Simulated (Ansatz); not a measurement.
One geometry of MoOF₄⁺, several levels of theory.

```yaml
crystal:
  periodic: [false, false, false]
  atoms:
    - {symbol: Mo, position_ang: [0.000065, -0.000165, 0.043257]}
    - {symbol: O, position_ang: [0.002617, -0.006586, 1.708779]}
    - {symbol: F, position_ang: [1.789066, 0.013291, -0.440709]}
    - {symbol: F, position_ang: [-0.012263, 1.791418, -0.431094]}
    - {symbol: F, position_ang: [-1.790412, -0.009911, -0.435314]}
    - {symbol: F, position_ang: [0.010918, -1.788038, -0.444929]}
basis:
  gaussian: {orbitals: def2-SVP, initial_orbitals: start.molden}
total_charge: 1
magnetization: {spin_polarized: true, initial_magnetization: 1}
correlation: {method: ccsd_t}
scf: {omitted_lower_state_checks: [starts, cluster_reference]}
output: {orbitals: {seedname: orbitals}}
```

The file start.molden holds the orbitals of an earlier run on this structure, at another level or in another basis.

```sh
$ ansatz run in.yaml --threads 4 --pin off --events-out ev --progress --plain --max-ram 3916MiB
```

It prints (some lines left out):

```
Functional definition: HF
965 factors; integrals over basis functions are off by at most 1.1e-3 eV
mean field evaluation 1: about -14672.9287 eV, gradient 2.1e1 eV
mean field evaluation 2: about -14675.2386 eV, gradient 1.9e0 eV
mean field evaluation 4: about -14675.6032 eV, gradient 9.4e-1 eV
mean field evaluation 8: about -14675.6546 eV, gradient 1.9e-1 eV
mean field evaluation 16: about -14675.6660 eV, gradient 2.7e-6 eV
mean field -14675.66603474 eV, -539.3207792530 hartree, gradient 1.4e-9 eV, S^2 0.856603; 0 other end points of the search recorded, 0 dependent functions left out
5 core orbitals not correlated: weight in the atoms' cores, before any rotation towards them, 1.000 or more for the frozen orbitals, at most 0.000 for the correlated occupied ones
reference -14675.66603474 eV, -539.3207792530 hartree; 24, 23 occupied and 72, 73 virtual orbitals, 965 factors
second order -36.92783591 eV of doubles, -0.00000000 eV of singles
cycle   1  -32.80383528 eV  change     4.1e0 eV  update   3.7e-1
cycle   2  -35.11108534 eV  change    -2.3e0 eV  update   2.8e-1
cycle   3  -35.44493134 eV  change   -3.3e-1 eV  update   6.8e-2
cycle   4  -35.52957762 eV  change   -8.5e-2 eV  update   3.5e-2
cycle   5  -35.50874323 eV  change    2.1e-2 eV  update   1.8e-2
cycle   6  -35.52249238 eV  change   -1.4e-2 eV  update   1.2e-2
cycle   7  -35.53642442 eV  change   -1.4e-2 eV  update   8.7e-3
cycle   8  -35.54583252 eV  change   -9.4e-3 eV  update   5.9e-3
cycle   9  -35.54763135 eV  change   -1.8e-3 eV  update   4.1e-3
cycle  10  -35.55224867 eV  change   -4.6e-3 eV  update   2.3e-3
cycle  11  -35.55001177 eV  change    2.2e-3 eV  update   1.5e-3
cycle  12  -35.54765766 eV  change    2.4e-3 eV  update   1.2e-3
cycle  13  -35.54967162 eV  change   -2.0e-3 eV  update   7.0e-4
cycle  14  -35.54862693 eV  change    1.0e-3 eV  update   5.9e-4
cycle  15  -35.54847940 eV  change    1.5e-4 eV  update   2.9e-4
cycle  16  -35.54881191 eV  change   -3.3e-4 eV  update   1.7e-4
cycle  17  -35.54886823 eV  change   -5.6e-5 eV  update   9.2e-5
cycle  18  -35.54887800 eV  change   -9.8e-6 eV  update   5.2e-5
perturbative correction -1.85604045 eV, -0.0682082284 hartree
Total energy: -14713.07095319 eV, -540.6953846519 hartree
Checks for a lower state left out: starts, cluster_reference
```

Run time 16 s (4 threads of Arm Neoverse V2 on a shared host), peak host memory 0.98 GiB.

The first input with `gaussian: {orbitals: def2-TZVP, initial_orbitals: start.molden}`, `hamiltonian: {xc: r2scan, dispersion: d4}`, `scf: {omitted_lower_state_checks: [starts]}` and without the key `correlation` (abridged; 18 s):

```
Functional definition: r2SCAN
mean field evaluation 16: about -14764.9787 eV, gradient 2.9e-6 eV
mean field -14764.97872516 eV, -542.6029600877 hartree, gradient 2.0e-6 eV, S^2 0.769544
Total energy: -14765.00584514 eV, -542.6039567285 hartree
Checks for a lower state left out: starts
```

As the first input, with `gaussian: {orbitals: def2-TZVP, initial_orbitals: start.molden}`, `hamiltonian: {xc: {name: LC-wPBE, parameters: {omega: 0.1/bohr}}}`, `scf: {omitted_lower_state_checks: [starts]}` and without the key `correlation` (abridged; 22 s):

```
Functional definition: LC-wPBE
mean field evaluation 16: about -14760.3916 eV, gradient 4.6e-1 eV
mean field evaluation 32: about -14760.4074 eV, gradient 1.2e-5 eV
mean field -14760.40738694 eV, -542.4349665064 hartree, gradient 6.3e-6 eV, S^2 0.760178; 1 other end points of the search recorded, 0 dependent functions left out
Total energy: -14760.40738707 eV, -542.4349665113 hartree
Checks for a lower state left out: starts
```

First input, but with `gaussian: {orbitals: def2-TZVP, initial_orbitals: start.molden}`, `hamiltonian: {xc: {name: LC-wPBE, parameters: {omega: 0.2/bohr}}}`, `scf: {omitted_lower_state_checks: [starts]}` and without the key `correlation` (abridged; 10 s):

```
Functional definition: LC-wPBE
mean field -14760.53272060 eV, -542.4395724337 hartree, gradient 3.8e-6 eV, S^2 0.764534
Total energy: -14760.53272063 eV, -542.4395724348 hartree
Checks for a lower state left out: starts
```

As the first input, with `gaussian: {orbitals: def2-TZVP, initial_orbitals: start.molden}`, `hamiltonian: {xc: {name: LC-wPBE, parameters: {omega: 0.15/bohr}}}`, `scf: {omitted_lower_state_checks: [starts]}` and without the key `correlation` (abridged; 28 s):

```
Functional definition: LC-wPBE
mean field evaluation 16: about -14760.4869 eV, gradient 2.8e-2 eV
mean field evaluation 32: about -14760.4870 eV, gradient 1.5e-5 eV
mean field -14760.48700817 eV, -542.4378925329 hartree, gradient 5.0e-6 eV, S^2 0.762255; 1 other end points of the search recorded, 0 dependent functions left out
Total energy: -14760.48700823 eV, -542.4378925349 hartree
Checks for a lower state left out: starts
```

First input, but with `gaussian: {orbitals: def2-TZVP, initial_orbitals: start.molden}`, `hamiltonian: {xc: {name: LC-wPBE, parameters: {omega: 0.3/bohr}}}`, `scf: {omitted_lower_state_checks: [starts]}` and without the key `correlation` (abridged; 10 s):

```
Functional definition: LC-wPBE
mean field -14760.53352000 eV, -542.4396018112 hartree, gradient 2.2e-6 eV, S^2 0.767799
Total energy: -14760.53352002 eV, -542.4396018117 hartree
Checks for a lower state left out: starts
```

The first input with `gaussian: {orbitals: def2-TZVP, initial_orbitals: start.molden}`, `hamiltonian: {xc: pbe, dispersion: d4}`, `scf: {omitted_lower_state_checks: [starts]}` and without the key `correlation` (abridged; 11 s):

```
Functional definition: PBE
mean field evaluation 16: about -14758.4419 eV, gradient 4.7e-1 eV
mean field evaluation 32: about -14758.4715 eV, gradient 4.1e-4 eV
mean field -14758.47149536 eV, -542.3638238031 hartree, gradient 2.7e-6 eV, S^2 0.759006; 1 other end points of the search recorded, 0 dependent functions left out
Total energy: -14758.58987090 eV, -542.3681740239 hartree
Checks for a lower state left out: starts
```

Geometry: PBE-D4/def2-SVP, that of the neutral singlet.

In the def2 sets Mo takes a core potential; there is no spin–orbit coupling. Correlated methods freeze 5 core orbitals; core or outer-core shells of Mo are correlated, in sets that lack core-valence functions. At PBE-D4/def2-TZVP the gap within one spin of the charge 1 doublet nearly closes, so an electron or hole may be smeared out by delocalisation error.
